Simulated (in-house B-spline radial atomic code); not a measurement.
Configurations of Mg VII (Mg6+), with energies counted from [He] 2s2 2p2. Level of theory: Dirac-Hartree-Fock, average of configuration, Fermi nucleus of rms radius 3.057 fm; calculated with an all-electron radial atomic-structure program (B-spline basis). Energies include first-order Breit, QED and recoil terms.

Occupations are held fixed; configurations that lie above the ionisation limit could autoionise.

| configuration | E - E(ref) (eV) | highest orbital | its <r> (bohr) |
| --- | --- | --- | --- |
| [He] 2s2 2p1 4s1 | 173 | 4s1/2 | 2.904 |
| [He] 2s2 2p1 5s1 | 191.93 | 5s1/2 | 4.696 |
| [He] 2s2 2p1 5f1 | 195.69 | 5f7/2 | 4.484 |
| [He] 2s2 2p1 5g1 | 195.75 | 5g9/2 | 3.928 |
| [He] 2s2 2p1 6d1 | 203.51 | 6d5/2 | 7.123 |
| [He] 2s1 2p2 4f1 | 204.99 | 4f7/2 | 2.562 |
| [He] 2s1 2p2 5d1 | 219.43 | 5d5/2 | 4.799 |
| [He] 2s1 2p2 6f1 | 228.18 | 6f7/2 | 6.839 |
| [He] 2s1 2p2 6g1 | 228.21 | 6g9/2 | 6.285 |

Problem. Order these further configurations by energy, lowest first.
A. [He] 2s1 2p2 3d1
B. [He] 2s2 2p1 5d1
C. [He] 2s2 2p1 6g1
D. [He] 2s2 2p1 6s1
E. [He] 2s1 2p3

Solution. E (29.545 eV), A (169.9 eV), B (195.08 eV), D (201.74 eV), C (203.9 eV).

Problem. How far above the reference does [He] 2s1 2p2 6d1 lie?

Solution. 227.84 eV; its least bound orbital is 6d5/2 with <r> = 7.131 bohr.

Problem. How far above the reference does [He] 2s2 2p1 3s1 lie?

Solution. 128.41 eV; its least bound orbital is 3s1/2 with <r> = 1.539 bohr.

Problem. How far above the reference does [He] 2s2 2p1 3d1 lie?

Solution. 145.46 eV; its least bound orbital is 3d5/2 with <r> = 1.411 bohr.
